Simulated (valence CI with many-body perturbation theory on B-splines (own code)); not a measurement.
# Energy levels of Ir36+

Calculated by valence CI with perturbative core correlation (CI+MBPT): five valence electrons over a frozen Dirac-Fock core [Kr], a basis of 7 s, 7 p, 8 d, 6 f, 4 g, 1 h functions for each j, with the one-electron correlation potential Σ1 (screened to all orders), the two-electron term Σ2, the three-electron term Σ3, Breit, model QED; selected single and double excitations, second order for the rest (own B-spline code, finite nucleus).

The last digits are not significant, and no measured levels were compared; by estimate large intervals hold to a few tenths of a per cent, small ones and those within an open d or f shell to about a per cent. Only levels of the ground parity were solved; by the run's estimate the other parity begins above the list, which can be wrong where configurations are misplaced.

Levels 1 to 37 of 37, with energies above the lowest level, (4d3/2^4 4d5/2) J=5/2. "Leading %" is the weight of the configuration and term that name the level; weights of strongly mixed levels are sums over their largest components and can fall short. In the jj column 3d3/2^4 stands for four electrons in 3d with j = 3/2.

| No. | Configuration | Term | J | E (eV) | Leading % | Second component | g | Leading jj |
| --- | --- | --- | --- | --- | --- | --- | --- | --- |
| 1 | 4d5 | 4P | 5/2 | 0.000 | 27 | 23 % 4d5 2D | 1.331 | 4d3/2^4 4d5/2 (94 %) |
| 2 | 4d5 | 6S | 5/2 | 16.636 | 38 | 22 % 4d5 2F | 1.341 | 4d3/2^3 4d5/2^2 (90 %) |
| 3 | 4d5 | 4G | 7/2 | 21.523 | 34 | 23 % 4d5 2F | 1.165 | 4d3/2^3 4d5/2^2 (99 %) |
| 4 | 4d5 | 4D | 3/2 | 22.077 | 40 | 29 % 4d5 4P | 1.179 | 4d3/2^3 4d5/2^2 (98 %) |
| 5 | 4d5 | 2H | 11/2 | 22.547 | 42 | 35 % 4d5 4G | 1.112 | 4d3/2^3 4d5/2^2 (98 %) |
| 6 | 4d5 | 4G | 9/2 | 24.232 | 31 | 29 % 4d5 2G | 1.141 | 4d3/2^3 4d5/2^2 (96 %) |
| 7 | 4d5 | 4D | 5/2 | 25.409 | 30 | 29 % 4d5 2D | 1.136 | 4d3/2^3 4d5/2^2 (92 %) |
| 8 | 4d5 | 4P | 1/2 | 26.455 | 44 | 28 % 4d5 2S | 1.799 | 4d3/2^3 4d5/2^2 (89 %) |
| 9 | 4d5 | 2F | 7/2 | 27.320 | 40 | 32 % 4d5 2G | 1.080 | 4d3/2^3 4d5/2^2 (97 %) |
| 10 | 4d5 | 2D | 3/2 | 33.452 | 59 | 22 % 4d5 4F | 0.790 | 4d3/2^3 4d5/2^2 (87 %) |
| 11 | 4d5 | 6S | 5/2 | 37.962 | 31 | 28 % 4d5 2D | 1.292 | 4d3/2^2 4d5/2^3 (89 %) |
| 12 | 4d5 | 4D | 7/2 | 41.219 | 52 | 40 % 4d5 4G | 1.216 | 4d3/2^2 4d5/2^3 (98 %) |
| 13 | 4d5 | 2I | 11/2 | 41.896 | 50 | 48 % 4d5 4G | 1.090 | 4d3/2^2 4d5/2^3 (98 %) |
| 14 | 4d5 | 4G | 9/2 | 42.517 | 60 | 36 % 4d5 2G | 1.146 | 4d3/2^2 4d5/2^3 (96 %) |
| 15 | 4d5 | 4D | 1/2 | 43.715 | 77 | 16 % 4d5 2S | 0.500 | 4d3/2^2 4d5/2^3 (97 %) |
| 16 | 4d5 | 2I | 13/2 | 44.305 | 100 |  | 1.073 | 4d3/2^2 4d5/2^3 (100 %) |
| 17 | 4d5 | 4P | 3/2 | 44.640 | 53 | 34 % 4d5 4F | 1.179 | 4d3/2^2 4d5/2^3 (96 %) |
| 18 | 4d5 | 2F | 5/2 | 45.068 | 42 | 30 % 4d5 4D | 1.019 | 4d3/2^2 4d5/2^3 (96 %) |
| 19 | 4d5 | 2H | 9/2 | 47.572 | 52 | 47 % 4d5 4F | 1.108 | 4d3/2^2 4d5/2^3 (99 %) |
| 20 | 4d5 | 2G | 7/2 | 48.314 | 61 | 35 % 4d5 2F | 0.987 | 4d3/2^2 4d5/2^3 (99 %) |
| 21 | 4d5 | 4F | 5/2 | 48.851 | 63 | 25 % 4d5 2D | 1.050 | 4d3/2^2 4d5/2^3 (97 %) |
| 22 | 4d5 | 2D | 3/2 | 49.282 | 86 | 11 % 4d5 4D | 0.852 | 4d3/2^2 4d5/2^3 (87 %) |
| 23 | 4d5 | 4P | 1/2 | 51.399 | 41 | 37 % 4d5 2P | 1.782 | 4d3/2^2 4d5/2^3 (82 %) |
| 24 | 4d5 | 2G | 7/2 | 51.715 | 46 | 35 % 4d5 2F | 1.040 | 4d3/2^2 4d5/2^3 (95 %) |
| 25 | 4d5 | 2G | 9/2 | 54.975 | 77 | 12 % 4d5 2H | 1.105 | 4d3/2^2 4d5/2^3 (96 %) |
| 26 | 4d5 | 2P | 3/2 | 60.574 | 74 | 24 % 4d5 2D | 1.188 | 4d3/2^2 4d5/2^3 (96 %) |
| 27 | 4d5 | 2D | 5/2 | 61.506 | 59 | 15 % 4d5 4D | 1.247 | 4d3/2^2 4d5/2^3 (68 %) |
| 28 | 4d5 | 2F | 5/2 | 63.306 | 32 | 25 % 4d5 4P | 1.165 | 4d3/2 4d5/2^4 (74 %) |
| 29 | 4d5 | 2F | 7/2 | 66.464 | 29 | 29 % 4d5 4F | 1.190 | 4d3/2 4d5/2^4 (99 %) |
| 30 | 4d5 | 2H | 11/2 | 67.597 | 56 | 27 % 4d5 2I | 1.072 | 4d3/2 4d5/2^4 (99 %) |
| 31 | 4d5 | 2D | 3/2 | 67.632 | 31 | 29 % 4d5 4D | 0.977 | 4d3/2 4d5/2^4 (97 %) |
| 32 | 4d5 | 2G | 9/2 | 70.131 | 56 | 17 % 4d5 2H | 1.116 | 4d3/2 4d5/2^4 (95 %) |
| 33 | 4d5 | 2D | 5/2 | 71.833 | 63 | 22 % 4d5 2F | 1.112 | 4d3/2 4d5/2^4 (90 %) |
| 34 | 4d5 | 2G | 7/2 | 73.062 | 54 | 34 % 4d5 2F | 1.007 | 4d3/2 4d5/2^4 (96 %) |
| 35 | 4d5 | 2P | 1/2 | 76.026 | 54 | 34 % 4d5 2S | 1.238 | 4d3/2 4d5/2^4 (89 %) |
| 36 | 4d5 | 2D | 3/2 | 82.344 | 75 | 17 % 4d5 2P | 0.869 | 4d3/2 4d5/2^4 (94 %) |
| 37 | 4d5 | 2D | 5/2 | 91.521 | 42 | 23 % 4d5 2F | 1.153 | 4d5/2^5 (94 %) |

The ionisation energy to 4d4 3P_0 of the next ion comes out as 1604.3 eV (NIST: 1603 ± 5 eV (theoretical)). All 37 levels together are meant to be complete up to 95.182 eV.
